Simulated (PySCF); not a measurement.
## PBE0 on H⁻ (hydrogen, charge -1)

Configuration: 1s2, closed-shell 1S. Computed with PySCF 2.14 in aug-cc-pV5Z, with no relativity, point nucleus.

```json
{
  "Total energy": "-0.5241 hartree",
  "One-electron energy": "-0.8773 hartree",
  "Hartree (Coulomb) energy": "0.7805 hartree",
  "Exchange-correlation energy": "-0.4273 hartree",
  "Kinetic energy": "0.50138 hartree",
  "⟨S²⟩": "0.0000",
  "⟨L²⟩": "0.000",
  "Sum of ⟨r⟩": "5.165 bohr",
  "Sum of ⟨r²⟩": "20.51 bohr²",
  "Density at the nucleus (Gaussians lack the cusp)": "0.319 bohr⁻³",
  "Langevin diamagnetic susceptibility": "-16.2 ×10⁻⁶ cm³/mol"
}
```

```tsv
shell	electrons	mean orbital energy (eV)	rms radius, mean of both spins (bohr)
1s	2	0.865	3.20
```

At PBE0 the highest occupied level has a positive energy, so only the finite basis holds that electron; in a semilocal or global hybrid functional this comes from self-interaction and does not mean that the real anion is unbound.
